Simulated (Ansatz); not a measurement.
`COBCN` + `[OH][GeH3]` → `NC[O][GeH3]` + `BOC`  (substitution at a C–B bond)

Gas-phase electronic energies from Ansatz, PBE0-D4/def2-TZVP geometries. CCSD(T)/CBS is the MP2 limit (def2-TZVPP, def2-QZVPP) plus CCSD(T) − MP2 in def2-TZVPP, frozen cores. For Ge outer-core shells are correlated without core-valence functions, which leaves a few kJ/mol of doubt a bond. Scalar relativity is left out up to krypton. Each species was taken in one conformer, which may not be the lowest.

| species | MP2/def2-QZVPP energy (Eh) |
| --- | --- |
| `COBCN` | -235.48862 |
| `[OH][GeH3]` | -2153.44856 |
| `NC[O][GeH3]` | -2247.94821 |
| `BOC` | -140.96908 |

(1) Work out ΔE.

Largest T1 diagnostic among the species: 0.014.

Results:

(1) ΔE = (-2247.94821) + (-140.96908) − (-235.48862) − (-2153.44856) = 0.01989 Eh = +0.54 eV. CCSD(T)/CBS gives +0.53 eV.

From PBE to PBE0 (25 % exact exchange), in def2-TZVPP and without D4, ΔE moves by +0.04 eV. In def2-TZVPP, CCSD(T) changes the Hartree–Fock value by +0.04 eV (the triples alone add −0.01 eV) and MP2 by +0.07 eV.
